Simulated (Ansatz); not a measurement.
One change: `CCC[SiH3]` becomes `[SiH3]CCBr`.

Ansatz, PBE0-D4/def2-TZVP geometries, multiplicity 1. Each molecule was computed in one conformer, which needn't be the lowest.

Scalar relativity is left out up to krypton. Spin–orbit coupling is left out; it splits and shifts lone-pair levels of the heavy atoms by tenths of an eV.

```csv
property,`CCC[SiH3]`
HOMO–LUMO gap (PBE0/def2-TZVPP) / eV,9.21
size of the dipole moment (B3LYP/def2-TZVPP) / D,0.89
HOMO–LUMO gap (ωB97M-V/def2-TZVPP) / eV,12.92
size of the dipole moment (ωB97M-V/def2-TZVPP) / D,0.89
LUMO energy (ωB97M-V/def2-TZVPP) / eV,2.20
LUMO energy (PBE/def2-TZVPP) / eV,-0.08
```

(1) Give the same properties after the change, and the shifts. (Estimate.)

## Answers

(1) The calculation gave: 
| property | `[SiH3]CCBr` | shift |
| --- | --- | --- |
| HOMO–LUMO gap (PBE0/def2-TZVPP) / eV | 7.62 | -1.59 |
| size of the dipole moment (B3LYP/def2-TZVPP) / D | 1.64 | 0.75 |
| HOMO–LUMO gap (ωB97M-V/def2-TZVPP) / eV | 11.77 | -1.15 |
| size of the dipole moment (ωB97M-V/def2-TZVPP) / D | 1.62 | 0.73 |
| LUMO energy (ωB97M-V/def2-TZVPP) / eV | 1.66 | -0.54 |
| LUMO energy (PBE/def2-TZVPP) / eV | -1.22 | -1.14 |

With PBE0 the HOMO rises by 0.62 eV and the LUMO falls by 0.97 eV, so the gap narrows by about 1.59 eV. PBE moves the HOMO by 0.62 eV and ωB97M-V by 0.61 eV. The zero-point energy changes by -98.2 kJ/mol with -9 modes. Dipoles are sizes alone; their direction can turn.

Positive LUMOs are unbound, so they and the gaps depend on the basis.

B3LYP here is the variant with VWN-RPA as its local correlation; programs differ in this.
